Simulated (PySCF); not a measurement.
PySCF job for Ga(NHMe)(OH)2 (CH6GaNO2), SMILES C[NH][Ga]([OH])[OH], PBE/pcSseg-1. Geometry: B3LYP-D3(BJ)/def2-SVP. The values are those of a single conformer.

```python
import numpy as np
from pyscf import gto, scf, dft
from pyscf.prop.nmr import rks as nmr

mol = gto.M(
    atom='''
    Ga    0.01540885    0.37636742   -0.00000000
    N     0.74352856   -1.28304939   -0.00000000
    C     0.00039272   -2.53013191    0.00000000
    H     1.75084800   -1.39934071    0.00000000
    H     0.21146508   -3.15118059   -0.89190366
    H     0.21146507   -3.15118059    0.89190367
    H    -1.08029498   -2.32239113   -0.00000001
    O    -1.76666855    0.50201025    0.00000000
    H    -2.07786507    1.41589498   -0.00000001
    O     0.94157939    1.91077504    0.00000000
    H     1.90036450    1.80066283    0.00000000
    ''',
    basis='pcSseg-1',
    charge=0,
    spin=0,
    max_memory=1600,
    verbose=3,
)
mf = dft.RKS(mol, xc='pbe')
mf.grids.level = 3
mf.conv_tol = 1e-10
mf.max_cycle = 100
mf.kernel()
n = nmr.NMR(mf)
n.verbose = 2
n.max_cycle_cphf = 60
sigma = n.kernel()
print('atom   isotropic/ppm   span/ppm')
for i, s in enumerate(sigma):
    w = np.linalg.eigvalsh((s + s.T) / 2)
    print(f'{mol.atom_symbol(i):2s}{i + 1:3d} {w.mean():14.3f} {w[2] - w[0]:11.3f}')
```

Program output:

```
converged SCF energy = -2171.05644325553
atom   isotropic/ppm   span/ppm
Ga  1       1363.177     349.372
N   2        223.239      60.528
C   3        143.618      64.486
H   4         30.757      18.741
H   5         28.112      12.703
H   6         28.112      12.703
H   7         28.000      10.821
O   8        304.762      67.268
H   9         29.925      21.826
O  10        289.752      89.425
H  11         29.953      21.394
```

Self-consistency was reached.

Cost: about 50 core-seconds (a rough figure).
